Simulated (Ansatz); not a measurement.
Input for Ansatz (a quantum-chemistry and plane-wave program): R-PBE/def2-TZVPP on ammonia borane (SMILES [BH3-][NH3+]), atoms moved off the minimum.

Ansatz 0.2 input:
```yaml
crystal:
  periodic: [false, false, false]
  atoms:
    - {symbol: B, position_ang: [-0.86535757, 0.07118492, 0.15526181]}
    - {symbol: N, position_ang: [0.75280390, -0.20992133, 0.14285652]}
    - {symbol: H, position_ang: [-1.35077401, -0.74967001, -0.86968178]}
    - {symbol: H, position_ang: [-0.98611167, 1.29217572, -0.34254266]}
    - {symbol: H, position_ang: [-1.27572620, -0.07098007, 1.17017189]}
    - {symbol: H, position_ang: [0.92676232, -1.13782724, 0.15509149]}
    - {symbol: H, position_ang: [1.21683960, 0.61006594, 0.72719215]}
    - {symbol: H, position_ang: [1.20308821, 0.11909006, -0.82414443]}
basis:
  gaussian:
    orbitals: def2-TZVPP
hamiltonian:
  xc: {name: PBE}
scf: {lower_state_search: off}
output: {forces: true}
```

Question: What total energy does the run end on?

Answer: -83.0722 hartree.
